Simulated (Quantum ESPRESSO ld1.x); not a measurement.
F II, 8 electrons, occupied as [He] 2s1.5 2p4.5 (fractional occupations, a model configuration). Method: Dirac Kohn-Sham, BLYP, spin-unpolarised, spherical densities, point nucleus; open shells fill j = l - 1/2 first; computed with ld1.x of Quantum ESPRESSO 7.5.

Normalised radial functions P(r) = r R(r) (large component), r in bohr:

r,1s1/2,2p1/2,2p3/2
0.01565,0.7068,0.0055,0.0053
0.01927,0.8420,0.0081,0.0079
0.02373,0.9955,0.0120,0.0118
0.02898,1.1594,0.0174,0.0171
0.03568,1.3436,0.0256,0.0252
0.04393,1.5359,0.0373,0.0369
0.05408,1.7265,0.0541,0.0535
0.06659,1.9013,0.0776,0.0769
0.08198,2.0421,0.1100,0.1092
0.1001,2.1253,0.1520,0.1510
0.1233,2.1364,0.2095,0.2083
0.1518,2.0534,0.2832,0.2819
0.1869,1.8687,0.3743,0.3728
0.2301,1.5915,0.4817,0.4800
0.281,1.2643,0.5963,0.5945
0.346,0.9046,0.7188,0.7170
0.426,0.5756,0.8317,0.8301
0.5245,0.3178,0.9181,0.9168
0.6458,0.1476,0.9598,0.9589
0.7888,0.0579,0.9449,0.9445
0.9712,0.0170,0.8692,0.8694
1.196,0.0037,0.7411,0.7417
1.472,0.0005,0.5802,0.5811
1.813,0.0001,0.4118,0.4128
2.214,0.0000,0.2659,0.2668
2.726,0.0000,0.1475,0.1481
3.356,0.0000,0.0688,0.0692

1s1/2: eigenvalue -684.94 eV, 0 radial nodes, <r> = 0.176 bohr, 90 % of the charge inside 0.316 bohr. 2p1/2: eigenvalue -28.418 eV, 0 radial nodes, <r> = 0.984 bohr, 90 % of the charge inside 1.69 bohr. 2p3/2: eigenvalue -28.343 eV, 0 radial nodes, <r> = 0.986 bohr, 90 % of the charge inside 1.69 bohr.
